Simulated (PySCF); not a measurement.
# Vertical excitation energies

Species: C5H6FNO2.
InChI=1S/C5H6FNO2/c1-5(2-7)3-8-4(6)9-5/h4H,3H2,1H3/t4-,5+/m0/s1

Computed, not measured: TDDFT PBE0/def2-SVPD, vertical, gas phase, core orbitals frozen in the response (PySCF). Geometry: GFN2-xTB, one conformer, isolated molecule.

Question: List the vertical singlet excitations with oscillator strengths and describe the spectrum.

Answer: 

```
state  E (eV)  λ (nm)       f   main configurations (H = HOMO, L = LUMO)
   S1    7.47   166.1  0.0058        H→L (57%), H-2→L (19%), H-1→L (18%)
   S2    7.65   162.1  0.0013        H-2→L (41%), H→L (38%), H-1→L (12%)
   S3    8.08   153.4   0.011    H-1→L (32%), H-2→L+2 (17%), H-2→L (17%)
   S4    8.26   150.1  0.0050                   H→L+1 (48%), H→L+2 (28%)
   S5    8.27   149.9  0.0057  H→L+1 (41%), H-1→L+2 (15%), H-2→L+2 (12%)
   S6    8.41   147.5  0.0048      H-3→L (59%), H-1→L (16%), H-2→L (10%)
   S7    8.51   145.7  0.0053  H→L+2 (56%), H-1→L+2 (15%), H-3→L+2 (14%)
   S8    8.90   139.3   0.017                 H→L+3 (60%), H-1→L+1 (23%)
```

Triplets (Tamm–Dancoff): T1 6.29 eV, H-3→L (25%), H-1→L (24%), H-2→L (10%); T2 6.82 eV, H-2→L (46%), H-1→L (20%); T3 6.96 eV, H-2→L+2 (37%), H-1→L+2 (18%), H-2→L (8%).

The lowest singlet lies at 7.47 eV (166 nm, vacuum ultraviolet) and is weak; its leading configuration is HOMO→LUMO (57%). The strongest level in the table is S8 at 8.90 eV (139 nm, f = 0.017). It is the last of those listed, so stronger ones may follow. Löwdin shares by element: HOMO oxygen 62%, carbon 8% or more, fluorine 7% (atoms not listed hold the other 22%); LUMO carbon 39% or more, nitrogen 31%, oxygen 11% or more (atoms not listed hold the other 19%). Orbital energies (eV): HOMO-3 -10.26, HOMO-2 -9.98, HOMO-1 -9.75, HOMO -9.09, LUMO -0.12, LUMO+1 0.31, LUMO+2 0.55. The oscillator strengths of these states sum to 0.056; summed over the whole spectrum of an exact calculation they would give the number of electrons, 68 (Thomas–Reiche–Kuhn). Weighted by f, the mean energy of these states is 8.35 eV. Singlets were solved by full linear response, triplets in the Tamm–Dancoff approximation.
